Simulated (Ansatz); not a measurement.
Basis-set series for C2H8S2Si (`[SiH3]CSCS`). Total charge 0; spin multiplicity 1. All single points use the PBE0-D4/def2-TZVP geometry. It is one conformer, not always the lowest.

Z-matrix (Å, degrees):
```
Si
C 1 1.881
H 1 1.490 2 111.1
H 1 1.487 2 110.2 3 120.0
H 1 1.484 2 108.9 3 -120.4
S 2 1.815 1 111.2 3 -174.4
H 2 1.093 1 109.4 3 69.1
H 2 1.093 1 113.5 3 -49.7
C 6 1.803 2 99.8 1 79.9
S 9 1.797 6 110.7 2 -171.8
H 9 1.092 6 110.3 2 71.8
H 9 1.090 6 110.6 2 -48.6
H 10 1.343 9 96.2 6 64.7
```

```json
{"functional": "PBE0-D4", "basis": "def2-SVP", "functions": "122", "energy (Eh)": "-1165.99486", "HOMO (eV)": "-6.43", "LUMO (eV)": "0.64"}
{"functional": "PBE0-D4", "basis": "def2-TZVPP", "functions": "300", "energy (Eh)": "-1166.46507", "HOMO (eV)": "-6.50", "LUMO (eV)": "0.16"}
{"functional": "ωB97M-V", "basis": "def2-SVP", "functions": "122", "energy (Eh)": "-1166.36053", "HOMO (eV)": "-8.59", "LUMO (eV)": "2.53"}
{"functional": "ωB97M-V", "basis": "def2-TZVPP", "functions": "300", "energy (Eh)": "-1166.83571", "HOMO (eV)": "-8.70", "LUMO (eV)": "1.83"}
```

Problem. Give the rows for def2-QZVPP. (Best estimate.)

Solution. Ansatz gave: 
```json
{"functional": "PBE0-D4", "basis": "def2-QZVPP", "functions": "564", "energy (Eh)": "-1166.50413", "HOMO (eV)": "-6.53", "LUMO (eV)": "-0.06"}
{"functional": "ωB97M-V", "basis": "def2-QZVPP", "functions": "564", "energy (Eh)": "-1166.87289", "HOMO (eV)": "-8.73", "LUMO (eV)": "1.39"}
```

Positive LUMOs are unbound and depend on the basis.
